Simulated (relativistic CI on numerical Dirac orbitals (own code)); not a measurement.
**Crystal-field levels of Dy³⁺, 4f9**

Calculated by Dirac-Coulomb-Breit CI, orbitals from a KLI potential per configuration, a model potential for QED, valence Slater integrals scaled by 0.85, one configuration in a parametric crystal field (own radial code).

Field parameters in Wybourne normalisation; cubic f-shell fields have B⁴₄ = √(5/14) B⁴₀ and B⁶₄ = −√(7/2) B⁶₀. The field is a parameter set, without covalency.

S and J are read from ⟨S²⟩ = S(S + 1) and ⟨J²⟩ = J(J + 1) of each level; they are not fictitious spins.

D3h, B20 = 420, B40 = 150, B60 = 10, B66 = 700 cm⁻¹, the lowest 16 levels:

```
E (cm⁻¹)  Degeneracy     S     J
     0.0           2  2.44  7.50
    66.8           2  2.44  7.50
     113           2  2.44  7.50
     128           2  2.44  7.50
     133           2  2.44  7.50
     255           2  2.44  7.50
     268           2  2.44  7.50
     279           2  2.44  7.50
    3526           2  2.47  6.50
    3581           2  2.47  6.50
    3619           2  2.47  6.50
    3639           2  2.47  6.50
    3714           2  2.47  6.50
    3717           2  2.47  6.50
    3718           2  2.47  6.50
    5900           2  2.45  5.50
```

Principal g values of the ground doublet: 0.00, 0.00, 19.73.

Oh, B40 = 1320, B60 = 310 cm⁻¹, the lowest 10 levels:

| E (cm⁻¹) | Degeneracy | Irrep | S | J |
| --- | --- | --- | --- | --- |
| 0.0 | 2 | Γ6 | 2.44 | 7.50 |
| 30.9 | 4 | Γ8 | 2.44 | 7.50 |
| 105 | 2 | Γ7 | 2.44 | 7.50 |
| 289 | 4 | Γ8 | 2.44 | 7.50 |
| 337 | 4 | Γ8 | 2.44 | 7.50 |
| 3600 | 2 | Γ7 | 2.47 | 6.50 |
| 3614 | 4 | Γ8 | 2.47 | 6.50 |
| 3699 | 2 | Γ7 | 2.47 | 6.49 |
| 3700 | 4 | Γ8 | 2.47 | 6.50 |
| 3729 | 2 | Γ6 | 2.47 | 6.50 |

Principal g values of the ground doublet: 6.62, 6.62, 6.62.

The next free-ion level lies 3488 cm⁻¹ above the lowest; the field splits the ground level into components whose J stays near 15/2 as long as their spread is small against that gap.

Levels of this model without a field, named by their leading LS term: 6H°_15/2 0, 6H°_13/2 3488, 6H°_11/2 5837, 6H°_9/2 7666, 6F°_11/2 8631, 6H°_7/2 9089, 6F°_9/2 9777, 6H°_5/2 10145 cm⁻¹.
